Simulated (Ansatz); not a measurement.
The first iterations of a band of C$_{2}$H$_{9}$OSbSi (14 atoms, charge 0, multiplicity 1).

The calculation used RKS PBE/def2-SVP (Ansatz 0.2.0).

| Item | Value |
| --- | --- |
| movable images | 5 |
| climbing image | yes |
| spring | 5.0 eV/Å² |
| optimiser | quadratic models (default) |
| start path | IDPP |
| force threshold | 0.03 eV/Å |
| iteration limit | 60 |
| end points | relaxed |

Initial state:

```xyz
14
Properties=species:S:1:pos:R:3
C -1.519 0.882 1.485
O -0.195 0.550 1.132
C -0.074 -0.234 -0.032
Si 1.652 -1.040 -0.035
Sb -0.420 1.002 -1.921
H -2.022 1.479 0.685
H -2.139 -0.027 1.678
H -1.478 1.490 2.410
H -0.862 -1.026 -0.084
H 2.711 0.025 -0.023
H 1.793 -1.883 -1.272
H 1.829 -1.914 1.181
H 1.279 1.087 -2.268
H -0.567 -0.420 -2.906
```

Final state:

```xyz
14
Properties=species:S:1:pos:R:3
C -1.563 0.681 1.125
O -0.192 0.422 0.911
C 0.100 -0.450 -0.151
Si 1.852 -1.152 0.125
Sb -0.006 0.450 -2.252
H -2.029 1.195 0.251
H -2.135 -0.258 1.323
H -1.640 1.341 2.011
H -0.626 -1.300 -0.206
H 2.872 -0.049 0.072
H 2.145 -2.147 -0.967
H 1.942 -1.838 1.462
H 0.812 1.882 -1.717
H -1.546 1.195 -1.955
```

| iteration | highest image above the first end (eV) | largest band force component (eV/Å) |
| --- | --- | --- |
| 1 | 2.332 | 1.665 |
| 2 | 1.967 | 0.686 |
| 3 | 1.803 | 0.570 |

Q: Does the band converge within its limit, and where does its top end?

A: The forces met the threshold. It ended after 9 iterations with the highest image 1.756 eV above the first end. Neighbouring images differ by up to 1.4 eV, so the band resolves the path poorly. A vibrational analysis at the climbing image gives one clearly imaginary mode, 831i cm⁻¹: a first-order saddle point.

The run took 95 s on 2 threads of AMD EPYC 9R14 (Zen 4), on a shared host, peak memory 0.2 GiB.
